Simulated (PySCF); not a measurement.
# Ca¹⁵⁺: fine-structure interval

Ca¹⁵⁺ [He] 2s2 2p1 [2p1/2^1, M_J = 1/2] → Ca¹⁵⁺ [He] 2s2 2p1 [2p3/2^1, M_J = 3/2], as a difference of total energies. Computed with PySCF 2.14 in an even-tempered Gaussian basis (17 s from 3 bohr⁻², ratio 2.4; 11 p from 3.9 bohr⁻², ratio 2.4; 5 d from 14 bohr⁻², ratio 2.6; 5 f from 21 bohr⁻², ratio 2.6), with the two-component X2C-1e Hamiltonian. Correlated levels: nothing frozen; the 34 highest virtual spinors dropped. "Screened" scales the spin-orbit matrix elements by Boettger's factors to mimic the two-electron term; Breit and QED terms are absent.

```json
{"method": "GHF (screened spin-orbit)", "fine-structure interval (cm⁻¹)": "39345"}
{"method": "GMP2 (screened spin-orbit)", "fine-structure interval (cm⁻¹)": "38342"}
{"method": "GHF (bare spin-orbit)", "fine-structure interval (cm⁻¹)": "43670"}
```
